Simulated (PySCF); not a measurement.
Compound: C4H7F2O2Si (doublet state).
Cartesian coordinates in Å at the GFN2-xTB level; atoms count from 1:
```
atom  x, y, z in Å
C1    -1.2144   -1.2763    0.5322
C2    -0.6415    0.1443    0.5562
O3    -1.4400    1.0113   -0.2176
Si4   -0.6693    1.6203   -1.5191
O5     0.8158    0.9508   -1.1512
C6     0.7328    0.2128   -0.0292
C7     1.9405   -0.4083    0.5200
F8     2.1005   -0.1303    1.8520
F9     1.8984   -1.7853    0.4858
H10   -1.1980   -1.6582   -0.4854
H11   -0.6194   -1.9251    1.1680
H12   -2.2403   -1.2590    0.8890
H13   -0.6472    0.5134    1.5938
H14   -0.5445    3.0622   -1.4293
H15   -1.1302    1.0319   -2.7644
H16    2.8493   -0.0957   -0.0123
```

The hyperfine couplings belong to this conformer and change with its torsions.

As a line formula: `C[C@@H]1O[SiH2]O[C]1C(F)F` [radical].

Method: UKS B3LYP, pcH-1 on C F H O Si, non-relativistic, mean-field spin-orbit, GIAO in PySCF. The structure is a single GFN2-xTB conformer in the gas phase; no vibrational or solvent corrections. The geometry wasn't refined by DFT: couplings that depend on bond lengths, twists or pyramidal angles can differ widely from those at the functional's own minimum. No stability test was run, so a lower SCF solution isn't excluded.

The largest Mulliken spin populations are on C6 (+0.82) and O5 (+0.13). C6 is the only atom above +0.15. The angles at C6 add up to 360.0°, so it is planar.

(1) List the C–H protons on four-coordinate carbons next to a three-coordinate spin centre, with their couplings and θ (C–H bond against the normal to the plane of the centre's neighbours, projected along the bond that joins the two).

Results:

(1) 
| β H | on | centre | θ (°) | cos²θ | a (G) |
| --- | --- | --- | --- | --- | --- |
| H16 | C7 | C6 | 83 | 0.02 | -0.13 |
| H13 | C2 | C6 | 33 | 0.70 | +27.07 |

Couplings in gauss use g_iso = 2.0030.
